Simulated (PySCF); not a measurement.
C₁₁H₉N, SMILES c1ccccc1-c1cnccc1.

Coordinates come from a PBE0-D3(BJ)/def2-SVP optimisation. One conformer was computed; it need not be the lowest.

Computed with PBE/def2-SVP run with PySCF.

Gas-phase values at a fixed geometry.

```json
{
  "total_energy": "-478.38911 hartree",
  "highest_occupied_level": "-5.59 eV",
  "lowest_empty_level": "-1.96 eV",
  "orbital_gap": "3.63 eV",
  "dipole_moment": "2.17 D",
  "quadrupole, principal values (traceless, Buckingham form, about the centre of nuclear charge)": "-10.38, -2.49, 12.86 D·Å",
  "mean_static_polarisability": "124.4 bohr³ (18.43 Å³)",
  "polarisability_principal_values": "60.2, 118.8, 194.2 bohr³"
}
```
